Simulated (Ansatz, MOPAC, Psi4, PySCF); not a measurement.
Molecule: dihydroxy(dimethyl)silane, C$_{2}$H$_{8}$O$_{2}$Si (charge 0, singlet). SMILES: O[Si](O)(C)C
Coordinates optimised at B3LYP-D3(BJ)/def2-TZVP (Ansatz, a program for electronic structure):
```xyz
13

C      1.4833    -1.0775     0.1351
Si    -0.0107     0.0383    -0.0016
C     -1.5197    -0.8994    -0.5443
O     -0.2522     0.8012     1.4518
O      0.2100     1.2233    -1.1264
H      1.3283    -1.8692     0.8731
H      2.3744    -0.5164     0.4270
H      1.6926    -1.5580    -0.8231
H     -1.3840    -1.3129    -1.5459
H     -1.7355    -1.7267     0.1356
H     -2.3903    -0.2416    -0.5653
H      0.0753     0.3754     2.2465
H      0.7448     1.9795    -0.8731
```
Charge 0, spin multiplicity 1.

Wanted: size of the dipole moment, in D. Terms: 6-311+G** with 5d, 6d on Na to Ar in Ansatz; 6-31G* and kin with 6d, 5d where marked; non-relativistic; LANL2DZ with its own core potentials from Na on; dispersion terms only where a functional's name holds one; spin-orbit terms left out. Ab initio and DFT rows: single points at B3LYP-D3(BJ) geometries (Ansatz). Semi-empirical rows: dipoles at the shared geometry.

```
level               program  size of the dipole moment (D)
------------------  -------  -----------------------------
AM1                   MOPAC                           2.11
PM3                   MOPAC                           2.02
PBE/STO-3G           Ansatz                           1.66
PBE/LANL2DZ          Ansatz                           2.88
BLYP/6-31G*          Ansatz                           2.12
B3LYP/3-21G          Ansatz                           2.58
B3LYP/6-31G*         Ansatz                           2.22
B3LYP/6-31+G*        Ansatz                           2.31
B3LYP/6-31G**        Ansatz                           2.18
B3LYP/def2-SVP       Ansatz                           2.08
M06-2X/6-31G* (5d)    PySCF                           2.28
wB97X-D/6-31G*         Psi4                           2.28
wB97X-D/6-311+G**      Psi4                           2.32
B3PW91/6-31G* (5d)    PySCF                           2.23
```

No value to compare with is used here. The 14 habitual levels span 1.66 (PBE/STO-3G) to 2.88 D (PBE/LANL2DZ).

The levels are drawn from those run, B3LYP/6-31G* more often than the rest, none by its result; left out are runs that failed, that the program found above a lower state of the same kind, or whose <S^2> lies over 0.5 above the pure value.
